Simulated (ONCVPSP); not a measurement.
## What one change does to a pseudopotential (Nb, ONCV)

ONCVPSP 4.0.1 input, shortened (lines: element, Z, core and valence counts, functional; n l f; lmax; l rc ep ncon nbas qcut; lloc lpopt rc5 dvloc0; l nproj debl; icmod fcfact rcfact), BLYP, scalar-relativistic:

```
  Nb 41.00    6    4  -106131      upf
    1    0    2.00
    2    0    2.00
    2    1    6.00
    3    0    2.00
    3    1    6.00
    3    2   10.00
    4    0    2.00
    4    1    6.00
    4    2    4.00
    5    0    1.00
    2
    0    2.20    0.00    3    8    5.20
    1    1.80    0.00    4    8    8.90
    2    2.65    0.00    4    8    6.40
    4    5    1.75    6.00
    0    2    2.00
    1    2    1.60
    2    2    0.80
    0    0.00    0.00
```

All-electron outer shells of the reference configuration (BLYP, scalar-relativistic, ld1.x):

| shell | level (eV) | outermost node (bohr) | outermost maximum (bohr) |
| --- | --- | --- | --- |
| 3d | -196.21 | – | 0.33 |
| 4s | -58.28 | 0.53 | 1.02 |
| 4p | -34.37 | 0.54 | 1.12 |
| 5s | -3.93 | 1.40 | 3.08 |
| 4d | -2.92 | 0.55 | 1.51 |

Change: d: rc 2.36.

Cutoffs: the cutoffs (Ha) at which the residual kinetic energy of the hardest occupied pseudo-wave falls to 1 and 0.1 mHa per electron; they do not see the model core or the augmentation charge, which bear on the density cutoff. Errors are all-electron minus pseudo energies relative to the spin-unpolarised reference configuration.

**Question.** Predict the effect on cutoff, ghosts and configuration errors.

**Answer.** The potential gets neither clearly harder nor softer (20 Ha and 26 Ha → 20 Ha and 26 Ha); of the 3 tests that both files solve, the error grows in 1 and shrinks in 1 by more than 15 % and 0.3 meV (median size 1.7 → 1.1 meV); neither file shows a bound ghost.

```tsv
quantity	base	changed
cutoff, loose	20 Ha	20 Ha
cutoff, tight	26 Ha	26 Ha
loose cutoff by channel	s 5.5 Ha, p 20 Ha, d 13 Ha	s 5.5 Ha, p 20 Ha, d 14 Ha
bound ghosts	none	none
GHOST(+) flags under 300 eV	none	none
tests with a reliable result	3 of 4	3 of 4
error for 4s2 4p6 4d4 5s0, meV [ΔE 6.67 eV]	-0.8	-1.1
error for 4s2 4p6 4d3 5s0, meV [ΔE 20.66 eV]	+1.7	+0.4
error for 4s1 4p6 4d4 5s1, meV [ΔE 63.90 eV]	-435	-397
s: phases at 2.24 bohr within 0.05 rad from the reference energy up to (Ha; the scan ends near 5)	3.9	3.9
p: phases at 1.83 bohr within 0.05 rad from the reference energy up to (Ha; the scan ends near 5)	to the end of the scan	to the end of the scan
```
